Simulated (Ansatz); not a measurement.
MoO3, relaxed as a singlet with RKS r2SCAN-D4/def2-TZVP in Ansatz, starting from the GFN1-xTB geometry. Force threshold 0.02 eV/Å.

In the def2 sets Mo takes a core potential; there is no spin–orbit coupling. The relaxation made no stability test and no search for a lower SCF solution. No other spin state of charge 0 was run. The structure comes from a short search, and lower isomers may exist.

Start:

```xyz
4

Mo    0.825    0.542    0.730
O    -0.405   -0.017   -0.758
O     0.662   -0.874   -0.327
O    -1.082    0.349    0.356
```

| step | energy (eV) | largest force component (eV/Å) | SCF passes |
| --- | --- | --- | --- |
| 1 | -7989.6735 | 6.154 | 27 |
| 2 | -7990.1982 | 3.877 | 35 |
| 3 | -7991.7704 | 6.113 | 42 |
| 4 | -7993.1513 | 6.560 | 42 |
| 5 | -7994.2730 | 6.264 | 48 |
| 6 | -7995.1311 | 4.049 | 47 |
| 7 | -7995.3833 | 3.375 | 41 |
| 8 | -7995.6658 | 2.347 | 41 |
| 9 | -7995.7633 | 0.430 | 35 |
| 10 | -7995.7773 | 0.247 | 27 |
| 11 | -7995.7789 | 0.018 | 28 |

Force components are those of the run's own axes.

End:

```xyz
4

Mo    0.611    0.167    0.243
O    -0.831    0.712   -0.877
O     1.491   -1.255    0.180
O    -1.271    0.376    0.454
```

Bonds lost: O2–O3 (atoms count from 1). The end is the same structure that another start reached, the lowest one found.

No frequencies were taken in this run, so the end may be a saddle point.

Run time 13 s (4 threads of Intel Xeon Platinum 8375C on a shared host).
